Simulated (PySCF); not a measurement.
**Basis-set dependence of excited states**

Compound: C₃H₈BN.
SMILES: `NBC1CC1`

TDDFT with PBE0 (PySCF), vertical singlets, core orbitals frozen in the response, spherical d and f functions. The structure is a single PBE0-D3(BJ)/def2-SVP conformer in the gas phase; no vibrational or solvent corrections.

Compare 6-31G*, 6-31+G*, def2-SVP, def2-SVPD, aug-cc-pVDZ, def2-TZVP and def2-TZVPD for this molecule.

| basis | functions | diffuse | S1 (eV) | S2 (eV) | S3 (eV) | S4 (eV) | S5 (eV) | LUMO (eV) | α (au) |
| --- | --- | --- | --- | --- | --- | --- | --- | --- | --- |
| 6-31G* | 86 | no | 7.59 | 7.80 | 8.07 | 8.64 | 9.00 | 1.30 | 48.5 |
| 6-31+G* | 106 | yes | 6.69 | 7.24 | 7.26 | 7.26 | 7.36 | 0.17 | 55.6 |
| def2-SVP | 110 | no | 7.52 | 7.75 | 7.97 | 8.15 | 8.53 | 1.01 | 50.7 |
| def2-SVPD | 164 | yes | 7.16 | 7.32 | 7.43 | 7.72 | 7.83 | 0.59 | 58.7 |
| aug-cc-pVDZ | 187 | yes | 6.60 | 7.06 | 7.15 | 7.16 | 7.21 | -0.06 | 60.4 |
| def2-TZVP | 203 | no | 7.33 | 7.48 | 7.48 | 7.75 | 8.02 | 0.70 | 57.4 |
| def2-TZVPD | 257 | yes | 6.83 | 7.22 | 7.29 | 7.44 | 7.46 | 0.22 | 60.1 |

States are compared by their number. Against the largest diffuse basis here (def2-TZVPD, itself not a converged limit), sets without diffuse functions differ by up to 0.77 eV in S1 and 1.53 eV in S5; the smaller diffuse sets differ by up to 0.33 and 0.37 eV. S1 is led by HOMO-1→LUMO (74%) in 6-31G* and by HOMO→LUMO (94%) in def2-TZVPD. S1 is led by HOMO-1→LUMO (69%) in def2-SVP and by HOMO→LUMO (94%) in def2-TZVPD. State by state, the largest deviation of a set without diffuse functions is S1 0.77, S2 0.58, S3 0.78, S4 1.20, S5 1.53 eV. The same number needn't mean the same state in each row. Against def2-TZVPD the polarisability deviates by -19% in 6-31G*, -7% in 6-31+G*, -16% in def2-SVP, -2% in def2-SVPD, +1% in aug-cc-pVDZ, -4% in def2-TZVP. A single + in a Pople set puts diffuse functions on heavy atoms only.

Without π bonds the low states are Rydberg-like; a valence basis with one diffuse set may place them up to an eV too high.
